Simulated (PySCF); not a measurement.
**Structure and vertical S1–T1 gap**

Computed with PySCF, TDA CAM-B3LYP/def2-SVP excited states, vertical, gas phase. Geometry: GFN2-xTB.

Each molecule in one low-energy conformer.

(1) How does the vertical S1–T1 gap change along this series?
- ClC1=C/C=C\C=C/C=C\1 (H replaced by Cl)
- C#CC1=C/C=C\C=C/C=C\1 (H replaced by ethynyl)
- FC(F)(F)C1=C/C=C\C=C/C=C\1 (H replaced by CF3)
- CN(C)C1=C/C=C\C=C/C=C\1 (H replaced by N(CH3)2)

Results:

(1) 
| molecule | S1 (eV) | S1 from | f(S1) | T1 (eV) | T1 from | S1 − T1 (eV) | S0–T1 spin-orbit coupling (cm⁻¹) | S1–T1 spin-orbit coupling (cm⁻¹) |
| --- | --- | --- | --- | --- | --- | --- | --- | --- |
| ClC1=C/C=C\C=C/C=C\1 | 4.32 | HOMO→LUMO | 0.002 | 3.14 | HOMO→LUMO | 1.18 | 6.97 | 1.72 |
| C#CC1=C/C=C\C=C/C=C\1 | 4.20 | HOMO→LUMO | 0.026 | 2.93 | HOMO→LUMO | 1.27 | 1.74 | 0.20 |
| FC(F)(F)C1=C/C=C\C=C/C=C\1 | 4.41 | HOMO→LUMO | 0.001 | 3.21 | HOMO→LUMO | 1.20 | 2.31 | 0.13 |
| CN(C)C1=C/C=C\C=C/C=C\1 | 4.15 | HOMO→LUMO | 0.032 | 3.15 | HOMO→LUMO | 1.00 | 1.66 | 0.42 |

The vertical S1–T1 gap is lowest for CN(C)C1=C/C=C\C=C/C=C\1 and highest for C#CC1=C/C=C\C=C/C=C\1.
